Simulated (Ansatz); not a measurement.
The cluster Ta₂O₅⁺, relaxed as a doublet with UKS PBE-D4/def2-SVP in Ansatz, starting from the GFN1-xTB geometry. Force threshold 0.02 eV/Å.

In the def2 sets Ta takes a core potential; there is no spin–orbit coupling. The structure comes from a short search, and lower isomers may exist.

Start:

```csv
atom,x (Å),y (Å),z (Å)
Ta1,-0.466,0.813,-0.599
Ta2,0.947,-0.912,0.971
O3,-0.365,0.281,1.232
O4,0.097,2.450,-0.753
O5,-1.904,0.303,-1.436
O6,1.017,-0.381,-0.741
O7,0.675,-2.554,1.327
```

(1) Estimate the energy that the relaxation releases and the steps that it takes.

(2) Does the start keep its bonding and symmetry?

(3) Predict the relaxed structure.

## Answers

(1) 1.61 eV, in 9 steps; 26 s on 4 threads of Arm Neoverse V1 on a shared host. No frequencies were taken in this run, so the end may be a saddle point.

(2) By distances, no bond broke or formed. The bond that changes most is Ta1–O6, from 1.91 to 2.02 Å (atoms count from 1). Point group Cs at the start, Cs at the end, both within 0.05 Å.

(3) 
Cartesian coordinates in Å:
```
Ta -0.4460 0.7954 -0.5787
Ta 1.1886 -0.9662 1.1560
O -0.2336 0.2447 1.3537
O -0.1200 2.5118 -0.9234
O -1.9506 0.3300 -1.4797
O 1.1622 -0.4260 -0.6426
O 0.3995 -2.4897 1.1148
```
Bond lengths (bridged metal pairs left out): 7 × O–Ta 1.72 to 2.02 Å.
